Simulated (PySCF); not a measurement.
A PySCF script (with the pyscf-properties extension) for the NMR shieldings of SMILES [SiH3]/C=C/[Si@@H](OCC)C, C₅H₁₄OSi₂, on a GFN2-xTB geometry:

```python
import basis_set_exchange as bse
import numpy as np
from pyscf import gto, dft
from pyscf.prop import nmr

atoms = """
C    -3.501020    1.330601    0.259612
C    -2.751555    0.011089    0.366653
O    -1.374805    0.255761    0.400774
Si   -0.146816   -0.809818    0.395858
C    -0.136996   -1.911276   -1.159739
C     1.340831    0.335818    0.457827
C     2.603060   -0.075503    0.364046
Si    4.126704    1.022923    0.435810
H    -3.226211    1.839393   -0.660648
H    -3.242020    1.970347    1.099209
H    -4.572985    1.152344    0.263372
H    -3.046393   -0.519012    1.281061
H    -2.993072   -0.632526   -0.488178
H    -0.216788   -1.692081    1.575973
H    -0.940634   -2.643604   -1.142647
H     0.796310   -2.457586   -1.251116
H    -0.254464   -1.315912   -2.062236
H     1.153561    1.394403    0.591244
H     2.777566   -1.138689    0.233309
H     5.030030    0.524940    1.478440
H     4.827737    0.976113   -0.852145
H     3.737547    2.401662    0.735308
"""
names = dict.fromkeys(["C", "O", "Si", "H"], "pcSseg-1")
basis = {el: gto.basis.parse(bse.get_basis(n, elements=[el], fmt="nwchem")) for el, n in names.items()}
mol = gto.M(atom=atoms, basis=basis, charge=0, verbose=0)
mf = dft.RKS(mol, xc="PBE0")
mf.grids.level = 2
mf.grids.alignment = dft.numint.BLKSIZE   # the property module wants whole blocks of grid points
mf.conv_tol = 1e-9
mf.kernel()

calc = nmr.RKS(mf)   # GIAO
C = mf.mo_coeff
Co = C[:, mf.mo_occ > 0]
resp = mf.gen_response(singlet=True, hermi=2)
def vind(x):   # induced exchange potential for any number of trial vectors
    d = np.einsum("pi,xij,qj->xpq", C, 2 * x.reshape(-1, C.shape[1], Co.shape[1]), Co, optimize=True)
    return np.einsum("xpq,pi,qj->xij", resp(d - d.transpose(0, 2, 1)), C, Co, optimize=True).ravel()
mo1, _ = nmr.rhf.solve_mo1(calc, with_cphf=vind)
sigma = calc.kernel(mo1)
for i, s in enumerate(sigma):   # ppm
    w = np.linalg.eigvalsh((s + s.T) / 2)
    print("%2d %-2s iso %8.1f  s11 %8.1f  s22 %8.1f  s33 %8.1f" % (i, mol.atom_pure_symbol(i), w.mean(), *w))
```

Question: What are the results?

Answer: 
```
 0 C  iso    166.2  s11    148.4  s22    164.4  s33    185.8
 1 C  iso    124.8  s11     95.8  s22    111.3  s33    167.3
 2 O  iso    291.2  s11    262.1  s22    290.7  s33    320.7
 3 Si iso    366.8  s11    309.5  s22    360.1  s33    430.6
 4 C  iso    188.2  s11    181.5  s22    185.7  s33    197.4
 5 C  iso     20.5  s11   -106.5  s22     16.8  s33    151.1
 6 C  iso     36.6  s11    -88.9  s22     19.4  s33    179.4
 7 Si iso    421.0  s11    371.5  s22    423.2  s33    468.4
 8 H  iso     30.2  s11     26.6  s22     28.8  s33     35.3
 9 H  iso     30.2  s11     26.5  s22     28.5  s33     35.4
10 H  iso     30.7  s11     26.8  s22     27.7  s33     37.7
11 H  iso     27.8  s11     22.7  s22     27.8  s33     32.9
12 H  iso     27.8  s11     22.0  s22     29.3  s33     32.2
13 H  iso     26.4  s11     23.5  s22     24.9  s33     30.9
14 H  iso     31.2  s11     26.9  s22     29.1  s33     37.7
15 H  iso     31.6  s11     27.1  s22     29.5  s33     38.3
16 H  iso     31.6  s11     28.0  s22     28.9  s33     37.9
17 H  iso     24.3  s11     19.4  s22     23.9  s33     29.8
18 H  iso     25.1  s11     21.1  s22     24.1  s33     30.0
19 H  iso     27.5  s11     24.5  s22     25.6  s33     32.3
20 H  iso     27.4  s11     24.5  s22     25.7  s33     32.1
21 H  iso     27.7  s11     24.6  s22     26.9  s33     31.6
```

These numbers come from an equivalent density-fitted implementation of the same equations, which agrees with the script to about 0.01 ppm for H and up to a few tenths of a ppm for heavy atoms, so last digits may differ.

Question: Turn these shieldings into chemical shifts. Chemical shifts δ = σref − σ; TMS for $^{13}$C (σref 186.93), $^{29}$Si (σref 349.16), $^{1}$H (σref 31.72); $^{17}$O (σref 336.08) vs H2O, all at this level.

Answer: Averaging equivalent atoms: C 5: 166.5; C 6: 150.3; C 1: 62.1; C 0: 20.7; C 4: -1.3; O 2: 44.9; Si 3: -17.6; Si 7: -71.9; H 17: 7.37; H 18: 6.61; H 13: 5.28; H 19/20/21: 4.18; H 11: 3.93; H 12: 3.88; H 8/9/10: 1.35; H 14/15/16: 0.22 ppm. Experimental scales use liquid or dissolved standards, which lie at an offset from isolated H2O (liquid H2O: subtract about 36 ppm).

Size and cost of the density-fitted run: 220 basis functions, 84 s wall time on 1 thread of an Arm Neoverse N1, shared host; peak memory 1.1 GiB.
